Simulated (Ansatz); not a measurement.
Basis sets compared for SnMe2 (C2H6Sn). The state is a singlet with charge 0. Geometry PBE0-D4/def2-TZVP. Ansatz on 2 threads of Intel Xeon Platinum 8259CL on a shared host; times are rough, and most runs start from earlier orbitals.

Cartesian coordinates in Å:
```
C 0.423 0.879 -1.254
C -0.393 -0.861 1.275
Sn 1.146 0.622 0.798
H -0.614 1.231 -1.229
H 0.421 -0.089 -1.765
H 1.023 1.585 -1.829
H -0.275 -1.726 0.613
H -1.384 -0.440 1.080
H -0.347 -1.201 2.310
```

In the def2 sets Sn takes a core potential; there is no spin–orbit coupling.

Binding counts from free atoms (C triplet, Sn triplet, H doublet) in the same basis, without a counterpoise term.

```tsv
level	functions	energy (Eh)	HOMO (eV)	LUMO (eV)	binding per atom (eV)	wall time
PBE-D4/def2-SVP	84	-293.9153	-4.88	-2.99	3.56	1.1 s
PBE0-D4/def2-SVP	84	-293.9424	-5.85	-2.25	3.52	1.3 s
```

Problem. Estimate the rows for PBE-D4/def2-TZVP (with forces), PBE0-D4/def2-TZVP.

Solution. 
```tsv
level	functions	energy (Eh)	HOMO (eV)	LUMO (eV)	binding per atom (eV)	wall time
PBE-D4/def2-TZVP (with forces)	148	-294.0170	-4.98	-3.05	3.56	2.9 s
PBE0-D4/def2-TZVP	148	-294.0396	-5.92	-2.30	3.52	3.9 s
```
